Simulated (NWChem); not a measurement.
System meant: C$_{2}$H$_{5}$FGe; SMILES C=[CH][GeH2][F]

NWChem input:

```
start job
memory heap 200 mb stack 900 mb global 1100 mb
geometry units angstroms noautosym nocenter noautoz
  Ge    -0.307332    -0.566283     0.000000
  F      1.432287    -0.810534     0.000000
  C     -0.534754     1.362044     0.000000
  C      0.524578     2.176314     0.000000
  H     -0.853908    -1.255221    -1.275861
  H     -0.853908    -1.255221     1.275861
  H     -1.543231     1.775798     0.000000
  H      0.422903     3.260657     0.000000
  H      1.539062     1.785201     0.000000
end
basis spherical
  Ge library def2-svp
  F library def2-svp
  C library def2-svp
  H library def2-svp
end
dft
  xc m06-2x
  iterations 150
end
property
  shielding 8 1 2 3 4 5 7 8 9
end
task dft property
```

End of the output:

```
 Vector   32  Occ=0.000000D+00  E= 1.009785D-01
              MO Center= -5.4D-01, -3.0D-01, -2.3D-08, r^2= 5.4D+00
   Bfn.  Coefficient  Atom+Function         Bfn.  Coefficient  Atom+Function
  ----- ------------  ---------------      ----- ------------  ---------------
    16      1.564579  1 Ge py                49     -1.437094  3 C  s
    86      0.704389  7 H  s                 76      0.595745  5 H  s
    81      0.595745  6 H  s                 54      0.495403  3 C  py
     5      0.421960  1 Ge s                  4     -0.351765  1 Ge s
    63     -0.338346  4 C  s                 15      0.255722  1 Ge px

 center of mass
 --------------
 x =   0.04758914 y =  -0.16198665 z =   0.00000000

 moments of inertia (a.u.)
 ------------------
         492.629279397243           1.465528818330           0.000000000000
           1.465528818330         222.588919353106           0.000000000000
           0.000000000000           0.000000000000         691.784032065440

     Multipole analysis of the density
     ---------------------------------

     L   x y z        total         alpha         beta         nuclear
     -   - - -        -----         -----         ----         -------
     0   0 0 0     -0.000000    -29.000000    -29.000000     58.000000

     1   1 0 0     -0.766462     -1.994998     -1.994998      3.223534
     1   0 1 0      0.424026      0.093433      0.093433      0.237161
     1   0 0 1      0.000000      0.000000      0.000000      0.000000

     2   2 0 0    -27.501489    -69.530432    -69.530432    111.559374
     2   1 1 0      1.456926     -1.289812     -1.289812      4.036549
     2   1 0 1      0.000000      0.000000      0.000000      0.000000
     2   0 2 0    -25.145479   -147.999672   -147.999672    270.853865
     2   0 1 1     -0.000000     -0.000000     -0.000000      0.000000
     2   0 0 2    -27.869094    -19.747602    -19.747602     11.626109

          -----------------------------------------
          Chemical Shielding Tensors (GIAO, in ppm)
          -----------------------------------------

 ------------------------------------------------------------------------
  xm06: d2 not coded                    0
 ------------------------------------------------------------------------
 ------------------------------------------------------------------------
  current input line :
    27: task dft property
 ------------------------------------------------------------------------
 ------------------------------------------------------------------------
 This error has not yet been assigned to a category
 ------------------------------------------------------------------------
 For more information see the NWChem manual at https://nwchemgit.github.io

0: xm06: d2 not coded:Received an Error in Communication
```

Task: Find the fault in this run and fix the input.

Result: The run crashed. Cause: this functional's second derivatives, which shieldings need, aren't coded here; the fix takes a hybrid GGA instead. This input runs:
```
start job
memory heap 200 mb stack 900 mb global 1100 mb
geometry units angstroms noautosym nocenter noautoz
  Ge    -0.307332    -0.566283     0.000000
  F      1.432287    -0.810534     0.000000
  C     -0.534754     1.362044     0.000000
  C      0.524578     2.176314     0.000000
  H     -0.853908    -1.255221    -1.275861
  H     -0.853908    -1.255221     1.275861
  H     -1.543231     1.775798     0.000000
  H      0.422903     3.260657     0.000000
  H      1.539062     1.785201     0.000000
end
basis spherical
  * library def2-svp
end
dft
  xc pbe0
  iterations 150
end
property
  shielding 8 1 2 3 4 5 7 8 9
end
task dft property
```
It converges to -2255.21243 Ha (PBE0/def2-SVP, GIAO).
